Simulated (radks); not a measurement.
Br16+, configuration [Ar] 4s1 (not the ground configuration). Method: Dirac Kohn-Sham, LDA (Slater exchange, Perdew-Wang correlation), spin-unpolarised, spherical densities, finite nucleus; Fermi nuclear charge, rms radius 4.1629 fm; computed with a radial shooting solver on a logarithmic mesh with Libxc functionals.

Unscreened Slater integrals over Kohn-Sham orbitals (hartree). Large and small components are both included. Empty in this configuration: 3d3/2.

| integral | value |
|---|---|
| F0(4s1/2,4s1/2) | 0.89642 |
| F0(4s1/2,3p3/2) | 1.1070 |
| G1(4s1/2,3p3/2) | 0.11159 |
| F0(4s1/2,3p1/2) | 1.1099 |
| G1(4s1/2,3p1/2) | 0.11186 |
| F0(4s1/2,3s1/2) | 1.1043 |
| G0(4s1/2,3s1/2) | 0.084636 |
| F0(4s1/2,3d3/2) | 1.1248 |
| G2(4s1/2,3d3/2) | 0.10692 |
| F0(3p3/2,3p3/2) | 1.8444 |
| F2(3p3/2,3p3/2) | 0.93134 |
| F0(3p3/2,3p1/2) | 1.8573 |
| G2(3p3/2,3p1/2) | 0.93534 |
| F0(3p3/2,3s1/2) | 1.8319 |
| G1(3p3/2,3s1/2) | 1.2019 |
| F0(3p3/2,3d3/2) | 1.9182 |
| F2(3p3/2,3d3/2) | 0.92972 |
| G1(3p3/2,3d3/2) | 1.0312 |
| G3(3p3/2,3d3/2) | 0.67653 |
| F0(3p1/2,3p1/2) | 1.8705 |
| F0(3p1/2,3s1/2) | 1.8441 |
| G1(3p1/2,3s1/2) | 1.2024 |
| F0(3p1/2,3d3/2) | 1.9336 |
| G1(3p1/2,3d3/2) | 1.0553 |
| F0(3s1/2,3s1/2) | 1.8229 |
| F0(3s1/2,3d3/2) | 1.9053 |
| G2(3s1/2,3d3/2) | 0.78838 |
| F0(3d3/2,3d3/2) | 2.0414 |
| F2(3d3/2,3d3/2) | 1.0390 |
